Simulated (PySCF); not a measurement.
**GeF and its ions**

UHF-MP2; PySCF, no relativity, basis sets Ge def2-TZVPPD, F def2-TZVPPD. Neutral (UHF): doublet (π ↑), Re = 1.758 Å, ωe = 664 cm⁻¹, De = 5.49 eV.

GeF⁺ (RHF): singlet (closed shell), Re = 1.676 Å, ωe = 814 cm⁻¹, De = 6.03 eV to Ge⁺ + F. The energies at the minima are -2175.31781 hartree for GeF and -2175.04832 for GeF⁺.

Work out the adiabatic ionisation energy, without and with harmonic zero-point energies (1 hartree = 27.2114 eV, 1 eV = 8065.5 cm⁻¹), and the change of the bond length.

At MP2: 0.26949 hartree = 7.333 eV between the minima; the zero-point term (814.0 − 664.0)/2 cm⁻¹ = +0.009 eV makes it 7.342 eV. Re changes by -8.2 pm against the neutral. The electron leaves a π orbital, and the shorter bond of the ion fits an antibonding orbital, or a change in how ionic the bond is.

GeF⁻ (UHF): triplet (π ↑↑), Re = 1.870 Å, ωe = 491 cm⁻¹, De = 2.73 eV to Ge + F⁻. The energies at the minima are -2175.31781 hartree for GeF and -2175.34800 for GeF⁻.

Work out the adiabatic electron affinity, without and with harmonic zero-point energies (1 hartree = 27.2114 eV, 1 eV = 8065.5 cm⁻¹), and the change of the bond length.

At UHF-MP2: 0.03019 hartree = 0.822 eV between the minima; the zero-point term (664.0 − 491.0)/2 cm⁻¹ = +0.011 eV makes it 0.832 eV. Re changes by +11.2 pm against the neutral. The electron enters a π orbital, and the longer bond of the ion fits an antibonding orbital, or a change in how ionic the bond is.

Correlated steps freeze 10 core orbitals. Spin–orbit coupling is left out. For an ion De counts to the pair picked by the measured ionisation energies or electron affinities, which need not be the lowest pair at this level. Where the molecule has an RHF reference, its open-shell atoms are computed with UHF. States were picked by a PBE0 search and need not be the measured ground states.

Neutral and ion stand on different kinds of reference determinant, which adds to the error of the difference.
